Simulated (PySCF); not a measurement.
## From computed data to an observable: chemical shift, span and skew from a shielding tensor

Ge(H)3(OSiH3) (GeH6OSi), SMILES [O]([SiH3])[GeH3]. Atoms are numbered in the order given.

```xyz
9

Ge     1.1169    -0.1704     0.1146
O     -0.5510    -0.1634    -0.5232
Si    -2.0359     0.3985    -0.0432
H      1.9566    -0.9305    -0.9239
H      1.5919     1.2900     0.2681
H      1.1190    -0.8900     1.4800
H     -2.4396    -0.2004     1.2662
H     -3.0355     0.0244    -1.0804
H     -2.0238     1.8856     0.1123
```

The structure is a stationary point at B3LYP-D3(BJ)/def2-SVP. The structure was generated by enumeration, and PubChem lists no compound with its InChIKey, so it may never have been made.

GIAO shieldings from PBE0/pcSseg-1 (PySCF), non-relativistic, no solvent. The symmetric part of the tensor of Si3 has the principal values 333.5, 343.5, 476.7 ppm. The same nucleus in TMS has σ = 352.7 ppm at this level (PySCF, at its B3LYP-D3(BJ)/def2-TZVP geometry).

### Question
Work out the isotropic shielding, the ²⁹Si shift against TMS, the span and the skew.

### Answer

σ(iso) = (σ11 + σ22 + σ33)/3 = 384.6 ppm. δ = σ(ref) − σ(iso) = 352.7 − (384.6) = -31.9 ppm.
Span Ω = σ33 − σ11 = 143.2 ppm. Skew κ = 3(σ(iso) − σ22)/Ω = 0.86. Tumbling in solution averages the tensor to δ; in a static solid the shielding alone would spread this spin-1/2 line over Ω.
